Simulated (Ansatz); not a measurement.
One change: `NC(O)(F)S` becomes `[NH2][Sn]([OH])([F])[SH]`.

Ansatz, PBE0-D4/def2-TZVP geometries, multiplicity 1. Each molecule was computed in one conformer, which needn't be the lowest.

Elements past krypton have def2 core potentials.

```tsv
property	`NC(O)(F)S`
HOMO–LUMO gap (PBE/def2-TZVPP) / eV	5.25
ideal-gas entropy at 298 K and 1 bar (rigid rotor, harmonic PBE0-D4/def2-TZVP) / J/(mol·K)	318
HOMO energy (PBE/def2-TZVPP) / eV	-6.03
LUMO energy (PBE0/def2-TZVPP) / eV	0.20
HOMO energy (PBE0/def2-TZVPP) / eV	-7.36
HOMO energy (B3LYP/def2-TZVPP) / eV	-7.12
```

Q: Give the same properties after the change, and the shifts. (Estimate.)

A: The calculation gave: 
| property | `[NH2][Sn]([OH])([F])[SH]` | shift |
| --- | --- | --- |
| HOMO–LUMO gap (PBE/def2-TZVPP) / eV | 4.15 | -1.10 |
| ideal-gas entropy at 298 K and 1 bar (rigid rotor, harmonic PBE0-D4/def2-TZVP) / J/(mol·K) | 400 | 82 |
| HOMO energy (PBE/def2-TZVPP) / eV | -6.67 | -0.64 |
| LUMO energy (PBE0/def2-TZVPP) / eV | -1.58 | -1.78 |
| HOMO energy (PBE0/def2-TZVPP) / eV | -8.00 | -0.64 |
| HOMO energy (B3LYP/def2-TZVPP) / eV | -7.74 | -0.62 |

With PBE0 the HOMO falls by 0.64 eV and the LUMO falls by 1.78 eV, so the gap narrows by about 1.14 eV. PBE moves the HOMO by -0.64 eV and ωB97M-V by -0.59 eV. Modes under 60 cm⁻¹, often nearly free rotors, make the harmonic entropy too high.

Positive LUMOs are unbound, so they and the gaps depend on the basis.

B3LYP here is the variant with VWN-RPA as its local correlation; programs differ in this.
